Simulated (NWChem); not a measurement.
Species: Si$_{2}$H$_{3}$ cation, singlet

```xyz
5

Si     0.0000     0.0000     1.3326
Si     0.0000     0.0000    -1.0754
H      1.2090    -0.7927    -1.4497
H      0.0820     1.4434    -1.4497
H     -1.2910    -0.6507    -1.4497
```
Atoms are numbered in this order, from 1.

Results from NWChem. Pople sets run with spherical d functions. Low-valent species are run as closed-shell singlets; no triplet was tried in these runs. The geometry was optimised at PBE0/def2-SVP. Atomic charges in e: unrestrained fits to the electrostatic potential beside Mulliken populations; buried atoms are poorly determined by the fit.

Question: Estimate the computed values for Hartree-Fock/6-31G*. Quantities: ESP Si1; Mulliken Si1; ESP Si2; Mulliken Si2; relative RMS misfit of the potential (%).

Answer: The ESP Si1 is 0.65, the Mulliken Si1 is 0.81 and the ESP Si2 comes out as 0.74. The Mulliken Si2 is 0.32 and the relative RMS misfit of the potential (%) is 6.
